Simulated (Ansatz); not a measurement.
Ideal-gas functions of `[BH]1N[SiH2][Zn]1` at 298.15 K and 1 bar, from an Ansatz frequency run at PBE0-D4/def2-TZVP.

Molar mass 122.33 g/mol, point group Cs (symmetry number 1), electronic degeneracy 1, moments of inertia 81.608, 153.455, 229.42 u Å². Harmonic wavenumbers (cm⁻¹, unscaled): 208, 258, 333, 372, 530, 541, 624, 696, 710, 826, 932, 961, 1146, 1299, 2156, 2162, 2641, 3502.

Use S(trans) = R[1.5 ln M + 2.5 ln T − 1.1517]; rotational temperatures θ = 24.2544 K / I; S(rot) = R[ln(√π/σ · √(T³/θAθBθC)) + 1.5]; for each mode x = 1.438777 ν̃/T, S = R[x/(eˣ − 1) − ln(1 − e⁻ˣ)] and H = RT x/(eˣ − 1); 1 cm⁻¹ = 0.0119627 kJ/mol; R = 8.31446 J/(mol·K).

Q: By hand: the entropy, in J/(mol·K).

A: Translation 168.8. Rotation: θ = 0.2972, 0.1581, 0.1057 K, giving 110.3. Vibration, mode by mode: 8.62, 7.01, 5.21, 4.48, 2.46, 2.36, 1.72, 1.30, 1.23, 0.78, 0.51, 0.46, 0.22, 0.11, 0.00, 0.00, 0.00, 0.00, in all 36.5. Electronic 0.0. Sum 315.6 J/(mol·K).

Q: By hand: H − E and G − E in kJ/mol, counted from the electronic energy.

A: Zero-point energy ½ × 19897 × 0.0119627 = 119.0; thermal vibration 7.1; translation, rotation and pV give 4 RT = 9.9. H − E = 136.0 kJ/mol, and G − E = 136.0 − 298.15 × 315.6/1000 = 41.9 kJ/mol.

Vibration gives 12 % of the entropy.
